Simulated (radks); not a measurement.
Ionisation of neutral arsenic, [Ar] 3d10 4s2 4p3, to [Ar] 3d10 4s2 4p2 as the strength of local exchange is varied. Calculated with a radial shooting solver on a logarithmic mesh with Libxc functionals: Dirac Kohn-Sham, Slater X-alpha exchange (alpha = 2/3 is LDA exchange), no correlation, spin-unpolarised, spherical densities, finite nucleus; open shells fill j = l - 1/2 first; Fermi nuclear charge, rms radius 4.0968 fm.

[
 {"alpha": "0.588", "E(As) (hartree)": "-2245.77856", "exchange (hartree)": "-68.14533", "IE (eV)": "7.346", "-e of the level emptied (eV)": "3.576 (4p3/2)", "<r> of it (bohr)": "2.705"},
 {"alpha": "0.667", "E(As) (hartree)": "-2254.95297", "exchange (hartree)": "-77.61880", "IE (eV)": "8.022", "-e of the level emptied (eV)": "4.147 (4p3/2)", "<r> of it (bohr)": "2.628"},
 {"alpha": "0.709", "E(As) (hartree)": "-2259.84582", "exchange (hartree)": "-82.68574", "IE (eV)": "8.392", "-e of the level emptied (eV)": "4.464 (4p3/2)", "<r> of it (bohr)": "2.589"},
 {"alpha": "0.793", "E(As) (hartree)": "-2269.66339", "exchange (hartree)": "-92.88286", "IE (eV)": "9.157", "-e of the level emptied (eV)": "5.126 (4p3/2)", "<r> of it (bohr)": "2.518"},
 {"alpha": "0.804", "E(As) (hartree)": "-2270.95217", "exchange (hartree)": "-94.22443", "IE (eV)": "9.260", "-e of the level emptied (eV)": "5.216 (4p3/2)", "<r> of it (bohr)": "2.509"},
 {"alpha": "0.955", "E(As) (hartree)": "-2288.71699", "exchange (hartree)": "-112.78617", "IE (eV)": "10.718", "-e of the level emptied (eV)": "6.505 (4p3/2)", "<r> of it (bohr)": "2.395"},
 {"alpha": "1", "E(As) (hartree)": "-2294.03759", "exchange (hartree)": "-118.37024", "IE (eV)": "11.171", "-e of the level emptied (eV)": "6.911 (4p3/2)", "<r> of it (bohr)": "2.365"},
 {"alpha": "1.047", "E(As) (hartree)": "-2299.60760", "exchange (hartree)": "-124.22814", "IE (eV)": "11.653", "-e of the level emptied (eV)": "7.345 (4p3/2)", "<r> of it (bohr)": "2.334"}
]

NIST Atomic Spectra Database: 9.789 eV (measured). The Delta-SCF value meets it near alpha = 0.86. Spin polarisation and multiplet splitting are left out, so open shells lie too high by an amount that depends on their filling.

Beside tabulated values, note that spin-unpolarised runs miss the spin-polarisation part of the exchange energy of open shells.
